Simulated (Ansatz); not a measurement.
**GeH2S (SMILES [SH][GeH]): the energy, rung by rung**

The species is GeH2S (4 atoms), meant as a singlet with charge 0. SMILES: `[SH][GeH]`. The shape is that of a PBE0-D4/def2-TZVP optimisation.

| atom | x (Å) | y (Å) | z (Å) |
| --- | --- | --- | --- |
| S | -0.4433 | -1.2018 | 0.2717 |
| Ge | -0.8417 | 0.7379 | -0.7436 |
| H | 0.7792 | -0.9621 | 0.7712 |
| H | 0.5612 | 1.3659 | -0.3194 |

Each level gives the energy change with the S1–H3 bond stretched from 1.342 to 2.013 Å (eV). The values are calculated.

```tsv
level	kind	program	value (eV)	less FCI/STO-3G	CPU time (all runs)
SVWN5/STO-3G (restricted)	LDA	Ansatz	2.37	+0.07	2.4 s
BLYP/STO-3G (restricted)	GGA	Ansatz	2.13	-0.17	3.7 s
PBE/STO-3G (restricted)	GGA	Ansatz	2.25	-0.05	3.6 s
r2SCAN0/STO-3G (restricted)	hybrid meta-GGA	Ansatz	2.98	+0.68	7.6 s
CAM-B3LYP/STO-3G (restricted)	range-separated hybrid	Ansatz	2.95	+0.65	3.8 s
HSE06/STO-3G (restricted)	range-separated hybrid	Ansatz	2.82	+0.52	3.7 s
B2PLYP/STO-3G (restricted)	double hybrid	Ansatz	2.81	+0.51	4 s
FCI/STO-3G	exact in the basis	Ansatz	2.30	0.00	14 s
```

FCI/STO-3G is exact within its basis and frozen core, so for wave-function methods in that basis the difference is their error; functionals converge differently with the basis, so for them it is only a difference. All-electron rows without a relativistic Hamiltonian named are non-relativistic. The first shape isn't each level's own minimum. The values span 2.13 to 2.98 eV. All rows use very small basis sets, so even the best lies far from the true value. Times are those of the runs behind each value, whatever else they computed, on shared processors of several kinds: orders of magnitude only.
